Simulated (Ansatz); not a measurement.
`ClB1C[SiH2]1` + HI → `IB1C[SiH2]1` + HCl at 298.15 K and 1 bar (ligand exchange at a B–Cl bond).

Gas-phase electronic energies from Ansatz, PBE0-D4/def2-TZVP geometries. CBS: MP2 limit from def2 TZ/QZ plus the TZ coupled-cluster correction, frozen cores. This one scheme is used for every species. Elements past krypton have def2 core potentials. For I outer-core shells are correlated without core-valence functions, which leaves a few kJ/mol of doubt a bond.

| species | CCSD(T)/CBS energy (Eh) | H − E (kJ/mol) | S (J/(mol·K)) |
| --- | --- | --- | --- |
| `ClB1C[SiH2]1` | -814.08481 | 139.3 | 311.5 |
| HI | -298.03592 | 22.7 | 206.5 |
| `IB1C[SiH2]1` | -651.73646 | 138.1 | 331.2 |
| HCl | -460.38127 | 26.6 | 186.8 |

H − E and S are ideal-gas, rigid-rotor, harmonic terms from PBE0-D4/def2-TZVP, for one conformer and one mirror image of each species. 1 Eh = 2625.50 kJ/mol, R = 8.31446 J/(mol·K).

Task: By hand: ΔE, ΔH, ΔS and ΔG.

Result: ΔE = (-651.73646) + (-460.38127) − (-814.08481) − (-298.03592) = 0.00300 Eh = 7.9 kJ/mol. Δ(H − E) = 138.1 + 26.6 − 139.3 − 22.7 = 2.7, so ΔH = 10.6 kJ/mol. ΔS = 331.2 + 186.8 − 311.5 − 206.5 = 0.0 J/(mol·K). ΔG = 10.6 − 298.15 × (0.0)/1000 = 10.6 kJ/mol.

Task: By hand: the equilibrium constant, and the temperature at which ΔG would vanish if ΔH and ΔS stayed fixed.

Result: log₁₀ K = −ΔG/(RT ln 10) = -1.9. With ΔH or ΔS at zero there is no such temperature.

The number of gas molecules stays the same, so ΔS is small and ΔH decides. A doubt of 5 kJ/mol in ΔE shifts log₁₀ K by 0.9 here. Other conformers and mirror images would add mixing entropy, several J/(mol·K) or more a flexible species. These are equilibria of isolated gas molecules and say nothing of rates. Largest T1 diagnostic: 0.013 (customary marks: 0.02 for closed shells, 0.045 for open ones).

ΔS is within the doubt of such terms, so its sign, and with it that verdict, could turn.
